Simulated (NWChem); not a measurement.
# ScNH₄O₂; SMILES [NH2][Sc]([OH])[OH]

```xyz
8

Sc     0.0000    -0.0503     0.0000
O     -1.6408    -0.9314     0.0000
H     -2.3392    -1.5848     0.0000
O      1.6787    -0.8564     0.0000
H      2.4058    -1.4779     0.0000
N     -0.0430     1.9255     0.0000
H      0.7640     2.5463     0.0000
H     -0.8740     2.5137     0.0000
```
Atoms are numbered in this order, from 1.

The geometry was optimised at PBE0/def2-SVP.

Give the principal values of the shielding tensors (ppm) of Sc1, O2, N6 from PBE/pcSseg-1, GIAO (NWChem), with their diamagnetic and paramagnetic parts as GIAO splits them.


| atom | σ11 | σ22 | σ33 | isotropic | diamagnetic | paramagnetic |
|---|---|---|---|---|---|---|
| Sc1 | 145.2 | 488.7 | 746.5 | 460.1 | 1513.2 | -1053.1 |
| O2 | -45.5 | 74.1 | 356.7 | 128.4 | 391.9 | -263.5 |
| N6 | -124.2 | 198.7 | 247.5 | 107.3 | 316.1 | -208.8 |
